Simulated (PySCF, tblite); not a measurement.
Isomers of C5H10NO (doublet state). Computed with GFN2-xTB (tblite): harmonic, unscaled wavenumbers at the GFN2-xTB geometry, gas phase. Against measured fundamentals such values can be off by several per cent, at times by over 20. One conformer each. Open shells enter through the occupations alone, without spin polarisation, and single modes of such species can be off by tens of per cent.

Electronic energies: B3LYP/pcH-1 single points on the GFN2-xTB geometries (PySCF, gas phase).

```json
{"SMILES": "[CH2]CC(=O)N(C)C", "electronic energy, lowest = 0 (kcal/mol)": "8.0"}
{"SMILES": "[CH]1CCCOCN1", "electronic energy, lowest = 0 (kcal/mol)": "16.0"}
{"SMILES": "C1CCOC[N]C1", "electronic energy, lowest = 0 (kcal/mol)": "20.5"}
{"SMILES": "[CH2][C@@H](C)C(=O)NC", "electronic energy, lowest = 0 (kcal/mol)": "0.0"}
```

**Question.** How do GFN2-xTB zero-point energies change the relative energies?

**Answer.** 
```json
{"SMILES": "[CH2][C@@H](C)C(=O)NC", "ZPE (kcal/mol)": "88.2", "of it from modes above 1550 cm⁻¹": "46.5", "electronic (kcal/mol)": "0.0", "with ZPE, lowest = 0 (kcal/mol)": "0.0", "lowest mode (cm⁻¹)": "62", "rings": "0"}
{"SMILES": "[CH2]CC(=O)N(C)C", "ZPE (kcal/mol)": "88.3", "of it from modes above 1550 cm⁻¹": "45.7", "electronic (kcal/mol)": "8.0", "with ZPE, lowest = 0 (kcal/mol)": "8.1", "lowest mode (cm⁻¹)": "45", "rings": "0"}
{"SMILES": "[CH]1CCCOCN1", "ZPE (kcal/mol)": "91.3", "of it from modes above 1550 cm⁻¹": "42.9", "electronic (kcal/mol)": "16.0", "with ZPE, lowest = 0 (kcal/mol)": "19.1", "lowest mode (cm⁻¹)": "121", "rings": "1"}
{"SMILES": "C1CCOC[N]C1", "ZPE (kcal/mol)": "91.0", "of it from modes above 1550 cm⁻¹": "41.6", "electronic (kcal/mol)": "20.5", "with ZPE, lowest = 0 (kcal/mol)": "23.3", "lowest mode (cm⁻¹)": "113", "rings": "1"}
```

The zero-point energies span 3.1 kcal/mol, from `[CH2][C@@H](C)C(=O)NC` to `[CH]1CCCOCN1`. The order is unchanged.

**Question.** And how do the electronic energies of GFN2-xTB itself compare?

**Answer.** `[CH2][C@@H](C)C(=O)NC` 3.7; `[CH2]CC(=O)N(C)C` 3.3; `[CH]1CCCOCN1` 0.3; `C1CCOC[N]C1` 0.0 kcal/mol, lowest = 0. Against the energies above, taken from the same isomer `[CH2][C@@H](C)C(=O)NC`, the largest difference is 24.2 kcal/mol.

**Question.** What do entropy and thermal enthalpy add at 298.15 K and 1 bar (rigid rotor, harmonic oscillator, one conformer each)?

**Answer.** 
```json
{"SMILES": "[CH2][C@@H](C)C(=O)NC", "point group": "C1", "symmetry number": "1", "S (cal/(mol K))": "94.2", "H − H(0) (kcal/mol)": "6.50", "ZPE + H − H(0) − TS (kcal/mol)": "66.6"}
{"SMILES": "[CH2]CC(=O)N(C)C", "point group": "C1", "symmetry number": "1", "S (cal/(mol K))": "94.8", "H − H(0) (kcal/mol)": "6.44", "ZPE + H − H(0) − TS (kcal/mol)": "66.4"}
{"SMILES": "[CH]1CCCOCN1", "point group": "C1", "symmetry number": "1", "S (cal/(mol K))": "81.9", "H − H(0) (kcal/mol)": "4.91", "ZPE + H − H(0) − TS (kcal/mol)": "71.8"}
{"SMILES": "C1CCOC[N]C1", "point group": "C1", "symmetry number": "1", "S (cal/(mol K))": "81.5", "H − H(0) (kcal/mol)": "4.78", "ZPE + H − H(0) − TS (kcal/mol)": "71.5"}
```

S holds R ln(2S + 1) for the spin.
